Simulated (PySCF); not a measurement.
Gas-phase reaction: SnF4 + SnF2 + 2 H = 2 SnHF3

Computed with PySCF (xtb for GFN2) and rigid-rotor harmonic-oscillator thermochemistry at 1 bar. † marks an energy on the PBE0/def2-TZVP geometry and frequencies; other levels use their own. MP2 and CCSD(T) freeze the core. Open shells (unrestricted): H (multiplicity 2); the rest are closed-shell singlets. GFN2 has no spin-polarisation term. B3LYP is the form with VWN-RPA correlation. Sn: scalar-relativistic def2 core potential, no spin-orbit coupling. SnHF3: computed as isolated molecules; such fragments, hydroxides, amides, oligomers or adducts are transient or little studied in the gas. MP2 isn't extrapolated to the basis-set limit; its ΔH°(298 K) is -393.0 kJ in def2-SVP and -390.7 kJ in def2-TZVPP. CCSD(T) isn't extrapolated to the basis-set limit; its ΔH°(298 K) is -409.8 kJ in def2-SVP and -423.4 kJ in def2-TZVPP. The harmonic model lacks anharmonicity and excited electronic states, which grow with temperature; levels with a mode under 35 cm⁻¹ are left out.

| level | ΔE electronic, kJ | ΔH°(298 K), kJ | ΔS°(298 K), J/K | ΔG°(2000 K), kJ |
|---|---|---|---|---|
| B3LYP/def2-TZVP† | -428 | -401 | -211 | 42 |
| BLYP/def2-TZVP† | -403 | -376 | -211 | 66 |
| CCSD(T)/def2-SVP† | -437 | -410 | -211 | 33 |
| GFN2-xTB | -364 | -345 | -213 | 90 |
| HF/def2-TZVP† | -358 | -332 | -211 | 111 |
| MP2/def2-SVP† | -420 | -393 | -211 | 49 |
| PBE/def2-TZVP† | -409 | -382 | -211 | 60 |
| PBE0/def2-TZVP | -429 | -402 | -211 | 40 |
| r2SCAN/def2-TZVP† | -438 | -411 | -211 | 31 |
| ωB97X-V/def2-TZVP† | -450 | -423 | -211 | 19 |
ΔH° is lowest at ωB97X-V/def2-TZVP† and highest at HF/def2-TZVP†. No reference value is set beside these.
